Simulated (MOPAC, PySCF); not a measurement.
Potential energy curve for SnS, singlet.

Levels of theory: PM7, restricted, heats of formation (MOPAC); RHF/def2-SVP, def2 effective core potentials past Kr (PySCF); UKS-LDA (SVWN5) = unrestricted LDA (SVWN5)/def2-SVP, def2 effective core potentials past Kr (PySCF); UCCSD(T) = CCSD(T) on UHF/def2-SVP, 9 core orbitals frozen, def2 effective core potentials past Kr run with PySCF.

Energies relative to the lowest point of each curve near equilibrium, in mEh:

| R / Å | PM7 | RHF | UKS-LDA (SVWN5) |
|---|---|---|---|
| 1.77 | 133.9 | 167.1 | 164.1 |
| 1.99 | 26.4 | 28.7 | 31.2 |
| 2.35 | 7.6 | 9.3 | 4.8 |
| 2.56 | 36.0 | 41.5 | 28.4 |
| 2.75 | 67.2 | 77.9 | 56.4 |
| 2.96 | 101.0 | 117.4 | 87.8 |
| 4.41 | 232.5 | 216.1 | 192.8 |
| 4.83 | 235.9 | 222.1 | 202.5 |
| 5.43 | 238.6 | 226.2 | 210.2 |
| 5.95 | 240.1 | 227.6 | 213.6 |
| 6.67 | 241.4 | 228.4 | 215.8 |
| 8.85 | 243.2 | 229.0 | 217.1 |

Task: Estimate the UCCSD(T) values at these points.

Result: 1.77: 180.0; 1.99: 36.9; 2.35: 5.1; 2.56: 27.9; 2.75: 55.7; 2.96: 86.6; 4.41: 157.0; 4.83: 158.8; 5.43: 160.0; 5.95: 160.5; 6.67: 160.8; 8.85: 161.0 (mEh).

The restricted form behind PM7, RHF keeps the bonding electrons paired and can't separate into open-shell fragments. The unrestricted determinant behind UKS-LDA (SVWN5) is spin-contaminated at 2.96 to 8.85 Å (<S²> up to 1.9, against 0.00 for a pure singlet). At the longest distance UKS-LDA (SVWN5) leaves fractional charges on the fragments, a sign of delocalisation error or of the restricted form. The unrestricted solution behind UCCSD(T) changes between 2.96 and 3.33 Å, which can leave a kink. The unrestricted determinant behind UCCSD(T) is spin-contaminated at 2.35 to 8.85 Å (<S²> up to 2.0, against 0.00 for a pure singlet).
